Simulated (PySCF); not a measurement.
Delta-SCF ions had no search for a lower state. Excitations are Tamm–Dancoff values on a coarser integration grid. The basis has no diffuse functions, so Rydberg states are missing or too high.

C3H3F, SMILES `C(F)C#C` (charge 0, multiplicity 1)

These are PySCF 2.14.0 with PBE-D3(BJ)/def2-TZVP values and carry that method's errors.

```
Item                                                            Result
--------------------------------------  ------------------------------
HOMO                                                          -6.92 eV
dipole moment                                                   1.71 D
LUMO                                                          -1.16 eV
HOMO–LUMO gap                                                  5.76 eV
S1 excitation (TDA)                                            5.84 eV
S1 oscillator strength                                           0.000
T1 excitation (TDA)                                            5.12 eV
S1–T1 gap (TDA)                                                0.72 eV
vertical ionisation energy (Delta-SCF)                        10.46 eV
total energy                                               -5870.11 eV
cost                                    around 40 core-seconds (rough)
```

Bonded distances (Å): C1–C2 1.211, C1–H5 1.071, C2–C3 1.453, C3–F4 1.404, C3–H6 1.103, C3–H7 1.103. Angles (°): C2–C1–H5 179.8, C1–C2–C3 179.4, C2–C3–F4 111.4, C2–C3–H6 110.6, C2–C3–H7 110.6, F4–C3–H6 107.7, F4–C3–H7 107.7, H6–C3–H7 108.8.
Charge 0, spin multiplicity 1.
